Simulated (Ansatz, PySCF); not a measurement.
Spin states of O2Os (SMILES [O]=[Os]=[O]), each relaxed with B3LYP-D3(BJ)/def2-TZVP.
State 1 (charge 0, multiplicity 3):
```xyz
3

Os     0.258    -0.207     0.260
O      1.045     0.314    -1.149
O     -1.336    -0.060     0.818
```
State 2 (charge 0, multiplicity 5):
```json
[
 {"atom": "Os", "x (Å)": "0.3456", "y (Å)": "-0.2788", "z (Å)": "0.3525"},
 {"atom": "O", "x (Å)": "0.9527", "y (Å)": "0.3421", "z (Å)": "-1.1545"},
 {"atom": "O", "x (Å)": "-1.3314", "y (Å)": "-0.0159", "z (Å)": "0.7316"}
]
```

| level | energy of the multiplicity-5 state less that of the multiplicity-3 state (kJ/mol) | cost |
|---|---|---|
| SVWN5/def2-TZVPP | 129.2 | ×0.9 |
| PBE/def2-TZVPP | 107.5 | ×1 |
| PBE-D3(BJ)/def2-TZVPP | 107.5 | ×1 |
| PBE-D4/def2-TZVPP | 107.5 | ×1 |
| BLYP/def2-TZVPP | 115.3 | ×1 |
| BLYP-D3(BJ)/def2-TZVPP | 115.2 | ×1 |
| BLYP-D4/def2-TZVPP | 115.2 | ×1 |
| r2SCAN/def2-TZVPP | 88.2 | ×3 |
| r2SCAN-D3(BJ)/def2-TZVPP | 88.2 | ×3 |
| r2SCAN-D4/def2-TZVPP | 88.2 | ×3 |
| B97M-V/def2-TZVPP | 94.6 | ×3 |
| r2SCANh/def2-TZVPP | 82.7 | ×2 |
| B3LYP/def2-TZVPP | 102.5 | ×0.8 |
| B3LYP-D3(BJ)/def2-TZVPP | 102.4 | ×0.8 |
| B3LYP-D4/def2-TZVPP | 102.4 | ×0.8 |
| PBE0/def2-TZVPP | 89.9 | ×1 |
| PBE0-D3(BJ)/def2-TZVPP | 89.9 | ×1 |
| PBE0-D4/def2-TZVPP | 89.9 | ×1 |
| BHLYP/def2-TZVPP | 81.2 | ×1 |
| BHLYP-D3(BJ)/def2-TZVPP | 81.1 | ×1 |
| BHLYP-D4/def2-TZVPP | 81.2 | ×1 |
| CAM-B3LYP/def2-TZVPP | 101.9 | ×1 |
| CAM-B3LYP-D3(BJ)/def2-TZVPP | 101.9 | ×1 |
| CAM-B3LYP-D4/def2-TZVPP | 101.9 | ×1 |
| wB97X-V/def2-TZVPP | 109.3 | ×3 |
| wB97M-V/def2-TZVPP | 104.7 | ×4 |
| B2PLYP/def2-TZVPP | 117.3 | ×3 |
| B2PLYP-D3(BJ)/def2-TZVPP | 117.3 | ×3 |
| B2PLYP-D4/def2-TZVPP | 117.3 | ×3 |

The rows run from 81.1 (BHLYP-D3(BJ)/def2-TZVPP) to 129.2 kJ/mol (SVWN5/def2-TZVPP). The dispersion term adds 0.0 in PBE-D3(BJ), 0.0 in PBE-D4, -0.1 in BLYP-D3(BJ). The 13 functionals in def2-TZVPP without D3 or D4 span 48.0, from BHLYP to SVWN5.

Singlets are restricted, other states unrestricted; no spin–orbit coupling, no relativity up to Kr; see below for the cores. The largest T1 diagnostic is 0.058.

Correlated levels freeze the inner cores; with def2 sets outer-core shells near the valence are correlated too.

Programs: Ansatz (Gaussian basis) for Hartree–Fock, density functionals and correlated methods; PySCF for the dispersion terms. Values without a source in brackets are computed. In def2 rows elements past Kr take small-core potentials, without spin–orbit coupling.

Costs are rough ratios of core time to PBE/def2-TZVPP (about 8 s over the structures, on one shared machine); a dash marks a level with no comparable run of its own.

Ansatz is a program for electronic structure.
